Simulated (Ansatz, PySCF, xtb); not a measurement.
Process, species as SMILES: CB(S)S [methyl-bis(sulfanyl)borane] + 3 [H][H] (H2) → B (BH3) + C (CH4) + 2 S (H2S)
Each molecule is optimised on its own at B3LYP-D3(BJ)/def2-TZVP (Ansatz, an electronic-structure program), one conformer each, not searched for the lowest.

Wanted: energy of full hydrogenation (0 K, with B3LYP-D3(BJ) harmonic zero-point energies from PySCF), in kJ/mol. Cores are frozen in the correlated levels unless marked. Spin-orbit coupling is left out. Non-relativistic. Basis-set limits of correlation are two-point, X^-3; Hartree-Fock from the larger set.

```tsv
level	program	energy of full hydrogenation (kJ/mol)
GFN2-xTB	xtb	[?]
BLYP/def2-TZVPD	Ansatz	124.8
revPBE/def2-TZVPD	Ansatz	[?]
B3LYP-D4/def2-TZVPD	Ansatz + dftd4	[?]
r2SCANh-D4/def2-TZVPD	Ansatz + dftd4	161.4
r2SCAN0-D4/def2-TZVPD	Ansatz + dftd4	154.0
HSE06-D4/def2-TZVPD	Ansatz + dftd4	155.4
CAM-B3LYP-D3(BJ)/def2-TZVPD	Ansatz + dftd3	[?]
LC-wPBE/def2-TZVPD	Ansatz	132.6
B2GP-PLYP-D3(BJ)/def2-TZVPD	Ansatz + dftd3	149.0
RPA@PBE/cc-pV(T+d)Z	Ansatz	127.9
SCS-MP2/6-31G	Ansatz	167.4
CCSD/STO-3G	Ansatz	230.4
CCSD(T)/CBS(cc-pV(T+d)Z,cc-pV(Q+d)Z)	Ansatz	144.6
```

Q: Some entries are withheld; supply them.

A: 
- GFN2-xTB, energy of full hydrogenation (kJ/mol): -53.2
- revPBE/def2-TZVPD, energy of full hydrogenation (kJ/mol): 145.5
- B3LYP-D4/def2-TZVPD, energy of full hydrogenation (kJ/mol): 141.7
- CAM-B3LYP-D3(BJ)/def2-TZVPD, energy of full hydrogenation (kJ/mol): 128.0
